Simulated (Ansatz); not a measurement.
One change: `BCB(O)F` becomes `OB(F)O[SiH3]`.

Ansatz, PBE0-D4/def2-TZVP geometries, multiplicity 1. Each molecule was computed in one conformer, which needn't be the lowest.

| property | `BCB(O)F` |
| --- | --- |
| HOMO energy (PBE0/def2-TZVPP) / eV | -9.26 |
| HOMO–LUMO gap (B3LYP/def2-TZVPP) / eV | 7.19 |
| HOMO energy (B3LYP/def2-TZVPP) / eV | -9.07 |
| HOMO–LUMO gap (ωB97M-V/def2-TZVPP) / eV | 11.89 |
| HOMO energy (PBE/def2-TZVPP) / eV | -7.80 |
| HOMO–LUMO gap (PBE/def2-TZVPP) / eV | 5.19 |

What does the change do to each property? (Estimate.)

Ansatz gave: 
| property | `OB(F)O[SiH3]` | shift |
| --- | --- | --- |
| HOMO energy (PBE0/def2-TZVPP) / eV | -9.24 | 0.02 |
| HOMO–LUMO gap (B3LYP/def2-TZVPP) / eV | 8.77 | 1.58 |
| HOMO energy (B3LYP/def2-TZVPP) / eV | -9.03 | 0.04 |
| HOMO–LUMO gap (ωB97M-V/def2-TZVPP) / eV | 13.07 | 1.18 |
| HOMO energy (PBE/def2-TZVPP) / eV | -7.77 | 0.03 |
| HOMO–LUMO gap (PBE/def2-TZVPP) / eV | 6.93 | 1.74 |

The zero-point energy changes by -45.9 kJ/mol with -3 modes.

B3LYP here is the variant with VWN-RPA as its local correlation; programs differ in this.
